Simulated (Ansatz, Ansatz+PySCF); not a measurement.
```json
{"atom": "O", "x (Å)": "0.0000", "y (Å)": "0.0000", "z (Å)": "-0.1197"}
{"atom": "H", "x (Å)": "0.0000", "y (Å)": "1.1313", "z (Å)": "0.7778"}
{"atom": "H", "x (Å)": "0.0000", "y (Å)": "-0.7542", "z (Å)": "0.4787"}
```

Basis set: 6-31G* (spherical functions). Correlated methods keep 1 orbital frozen. Charge 0, multiplicity 1.

Computed with Ansatz (development build ahead of 0.2.0); each method stands on the lowest determinant of its kind that the runs found. Restricted open shells among the atoms or ions are ROHF, correlated in semicanonical orbitals with singles.

(1) Give the atomization energy at this shape (free ground-state atoms in the same class of orbitals less the molecule, no zero-point energy) of singlet H2O by RHF-CCSD(T), RHF-MP2, UHF-MP2, UHF, RHF.

Results:

(1)

```json
{"method": "RHF-CCSD(T)", "atomization energy": "6.41 eV"}
{"method": "RHF-MP2", "atomization energy": "6.40 eV"}
{"method": "UHF-MP2", "atomization energy": "5.78 eV"}
{"method": "UHF", "atomization energy": "3.57 eV"}
{"method": "RHF", "atomization energy": "3.54 eV"}
```

Caution for RHF-CCSD(T), RHF-MP2, UHF-MP2: bonds are stretched, where a single reference can fail. Caution for UHF-MP2: a plain start can end on a higher determinant; another reference gives a lower total. Caution for UHF-MP2, UHF: the unrestricted determinant is spin contaminated.
